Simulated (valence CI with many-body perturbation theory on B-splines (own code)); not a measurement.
Cu²³⁺: what the settings do

Computed by configuration interaction combined with many-body perturbation theory (CI+MBPT): four valence electrons over a frozen Dirac-Fock core [He], a basis of 6 s, 6 p, 5 d, 3 f, 1 g functions for each j, with the one-electron correlation potential Σ1, the two-electron term Σ2, the three-electron term Σ3, Breit, model QED; selected CI, second order for the rest (own B-spline code, finite nucleus).

No measured levels were compared; by estimate levels of excited configurations hold to 0.05 to 0.15 % of their energy, terms of the ground configuration to about 0.5 %.

The reference run has the lowest level 2s2 2p2 3P_0 and an ionisation energy of 2182.48 eV. Its largest variational space holds 10000 state functions.

Names give the largest LS component (configuration and term), which can be under half, so a name can repeat, a term be missing and a line seem to break the LS rules; names also repeat where a configuration has a term twice.

Changed runs:
A. averaging of valence orbitals over low configurations on → off; highest l in the core sums 6 → 4
B. screening of Σ1 on → off; box radius (bohr) 2.432 → 2.75
C. natural orbitals for correlation on → off
D. scale of Σ2 1 → -1 (bad on purpose)

Excitation energies of the reference run in cm⁻¹, and shifts in cm⁻¹:

| Level | Reference | A | B | C | D |
| --- | --- | --- | --- | --- | --- |
| 2s2 2p2 3P_1 | 131990 | -3.5 | -0.5 | -321 | +307 |
| 2s2 2p2 3P_2 | 188446 | +0.4 | -0.5 | +466 | +70 |
| 2s2 2p2 1D_2 | 373679 | +12 | -1.0 | +1162 | -161 |
| 2s2 2p2 1S_0 | 520641 | +36 | -1.0 | +1482 | -1680 |
| 2s 2p3 5S°_2 | 642195 | +11 | +0.2 | -4624 | +1170 |
| 2s 2p3 3D°_1 | 958480 | +40 | +0.1 | +2068 | +1793 |
| 2s 2p3 3D°_2 | 968552 | +39 | 0 | +1539 | +1588 |
| 2s 2p3 3D°_3 | 1018830 | +35 | -0.2 | +1494 | +1710 |
| 2s 2p3 3P°_0 | 1148150 | +50 | -0.3 | +2404 | +1008 |
| 2s 2p3 3P°_1 | 1165040 | +44 | -0.4 | +2405 | +1600 |
| 2s 2p3 3P°_2 | 1196420 | +41 | -0.5 | +2539 | +1750 |
| 2s 2p3 3S°_1 | 1336900 | +10 | -0.3 | +5098 | +6402 |
| Ionisation energy (eV) | 2182.48 | -0.00052 | -0.0023 | -0.48 | +0.05 |
